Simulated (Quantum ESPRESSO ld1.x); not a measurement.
Task: These are the eigenvalues of the occupied orbitals of an atom or ion with whole-number occupations (eV). All-electron calculation, Dirac Kohn-Sham, PW91, spin-unpolarised, spherical densities, point nucleus. Program: ld1.x of Quantum ESPRESSO 7.5.

orbital  eigenvalue
1s1/2    -35781.117
2s1/2     -5615.050
2p1/2     -5282.984
2p3/2     -4930.574
3s1/2     -1171.494
3p1/2     -1032.779
3p3/2      -965.251
3d3/2      -721.449
3d5/2      -707.112
4s1/2      -225.315
4p1/2      -175.539
4p3/2      -161.748
4d3/2       -80.822
4d5/2       -78.534
5s1/2       -31.979
5p1/2       -19.865
5p3/2       -18.209

Which element is it, and in what charge state? The configuration may be excited. Open shells, if any, are shared by 2j + 1.

Result: Z = 55, caesium, charge +1: Cs+ in [Xe]. The list shows which subshells hold electrons but not how many an open one holds; the 1s level, -1314.9 hartree, gives Z - s = 51.3 by -(Z - s)^2/2, which with screening and relativity narrows Z to a few neighbours, and the depths of the outer levels then fix element, charge and occupations together.
